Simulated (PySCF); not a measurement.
A species of formula C4H6P2Si has this rotational fingerprint, computed with CAM-B3LYP/def2-SVPD in PySCF (dipole) on a GFN2-xTB geometry, gas phase:

* Rotational constants: A = 2576, B = 1146, C = 800.4 MHz
* Dipole components: |μa| = 0.31 D, |μb| = 0.13 D, |μc| = 0.00 D
* Inertial defect: -5.74 u·Å²
* κ: -0.61

Question: Which structure is it? (One computed conformer of each.)
A. `[SiH3]C1=PC=CP=C1`
B. `[SiH3]C1=PC=PC=C1`

Answer: A. It is [SiH3]c1cpccp1, an asymmetric top, point group Cs. The candidates at the same level (rigid rotor, commonest isotopes):

```
        SMILES  A (MHz)  B (MHz)  C (MHz)  μa (D)  μb (D)  μc (D)  Δ (u·Å²)  point group           rotor
[SiH3]c1ccpcp1     3224     1014    778.2    0.30    1.03    0.00     -5.73           Cs  asymmetric top
[SiH3]c1cpccp1     2576     1146    800.4    0.31    0.13    0.00     -5.74           Cs  asymmetric top
```

`[SiH3]c1ccpcp1` has A 25 % too high. In the right answer the mirror of this Cs structure is the ab plane, so μc vanishes by symmetry. No structure here is proved a minimum.
